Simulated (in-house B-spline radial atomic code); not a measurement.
Results of a calculation; reference values are marked as such.
# Ru in an electron gas of r_s = 2.2: phase shifts, screening, friction and resistivity

A nucleus sits in a uniform electron gas with a rigid positive background. The Kohn-Sham equations are solved self-consistently in the spin-unpolarised LDA (PW92), non-relativistic, on B-splines with outgoing waves at the boundary and partial waves to l = 8. The model has no lattice, no bands and no magnetic solution. Atomic units; δ_l are the phase shifts at the Fermi level, counted so that each bound state adds π, and good to about 0.0005.

The density parameter is r_s = 2.2 bohr, near that of the valence electrons of Ga (3 per atom, density 5.91 g/cm³, mass 69.72 u, which gives r_s = 2.19).

| l | δ_l (rad) |
| --- | --- |
| 0 | 12.0522 |
| 1 | 9.3742 |
| 2 | 5.7194 |
| 3 | 0.0364 |
| 4 | 0.0075 |
| 5 | 0.0010 |
| 6 | 0.0000 |
| 7 | -0.0003 |
| 8 | -0.0002 |

Bound levels below the band bottom (hartree): s -18.8, p -15.58, d -9.631, s -2.104, p -1.152 and deeper ones.

Task: Check the Friedel sum rule, and say where the screening charge sits.

Result: k_F = (9π/4)^(1/3)/r_s = 0.87234. The rule is Z = (2/π) Σ (2l + 1) δ_l. The terms are s 7.673, p 17.903, d 18.205, f 0.162 and 0.045 beyond, in all 43.989 against Z = 44. Bound states hold 8 s, 18 p, 10 d electrons, so the scattering states carry 7.99 in all; where a term is smaller than its bound count, the bound level has drawn weight out of the band.

Task: Find the transport cross section and the electronic stopping of a 1 keV Ru ion (mass 101.07 u).

Result: σ_tr = (4π/k_F²) Σ (l + 1) sin²(δ_l − δ_(l+1)). The terms for l = 0 to 3 are 0.2000, 0.4821, 0.9570, 0.0033, all together 1.6426, so σ_tr = 16.513 × 1.6426 = 27.125 bohr². With n = 3/(4π r_s³) = 0.02242, the friction coefficient is Q = n k_F σ_tr = 0.5305. For v well below v_F = 0.872, dE/dx = Q v; with 24801 eV per u at v = 1, v = √(1000/(24801 × 101.07)) = 0.0200, so dE/dx = 0.01060 hartree/bohr = 5.45 eV/nm. The largest term couples the d and f waves.

Task: What residual resistivity would 1 atomic per cent of such centres give in Ga?

Result: Δρ = k_F n_i σ_tr/n in atomic units of 21.74 μΩ·cm. With one host atom per 3 electrons, n_i/n = 0.01/3, so Δρ = 0.8723 × 0.00333 × 27.125 × 21.74 = 1.71 μΩ·cm. This is an atom added to the gas, as on an interstitial site.

Task: On a substitutional site the background of one host ion, a sphere holding 3 charges, is taken out. The phase shifts for l = 0 to 4 become 11.5952, 8.9566, 5.2845, -0.0503, -0.0118. What follows?

Result: The Friedel sum is now 40.99, for Z − 3 = 41. The sum in σ_tr is 2.7311, so σ_tr = 45.10 bohr² and Δρ = 2.85 μΩ·cm per atomic per cent, 1.66 times the value above. A real host ion scatters too, so this model doesn't give zero even for the host's own atom.
